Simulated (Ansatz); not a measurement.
Species: CAuO, charge 1, multiplicity 1. 
Coordinates optimised at B3LYP-D3(BJ)/def2-TZVP (Ansatz, an electronic-structure program):
```
C
O 1 1.1150
Au 1 1.9516 2 180.00
```
Charge +1, spin multiplicity 1.

Total electronic energies in hartree. Correlated levels leave the core frozen unless marked. Spin-orbit coupling is left out. Frozen are the shells of the preceding noble gas and the d and f shells that filled before the atom's block. In def2 rows, elements after Kr have scalar-relativistic effective core potentials. CBS marks a two-point X^-3 extrapolation of the correlation energy; Hartree-Fock from the larger set.

```json
[
 {"level": "SVWN5/def2-TZVPD", "program": "Ansatz", "energy (Eh)": "-247.73140"},
 {"level": "revPBE/def2-TZVPD", "program": "Ansatz", "energy (Eh)": "-248.86731"},
 {"level": "BHLYP-D4/def2-TZVPD", "program": "Ansatz + dftd4", "energy (Eh)": "-248.61782"},
 {"level": "HSE06/def2-TZVPD", "program": "Ansatz", "energy (Eh)": "-248.67102"},
 {"level": "CAM-B3LYP-D3(BJ)/def2-TZVPD", "program": "Ansatz + dftd3", "energy (Eh)": "-248.71740"},
 {"level": "B2GP-PLYP/def2-TZVPD", "program": "Ansatz", "energy (Eh)": "-248.42283"},
 {"level": "PBE-QIDH/def2-TZVPD", "program": "Ansatz", "energy (Eh)": "-248.43250"},
 {"level": "CCSD/def2-QZVPP", "program": "Ansatz", "energy (Eh)": "-248.05996"},
 {"level": "CCSD(T)/CBS(def2-TZVPPD,def2-QZVPPD)", "program": "Ansatz", "energy (Eh)": "-248.1290"}
]
```

Totals of different functionals don't rank their quality; only differences between species are comparable.
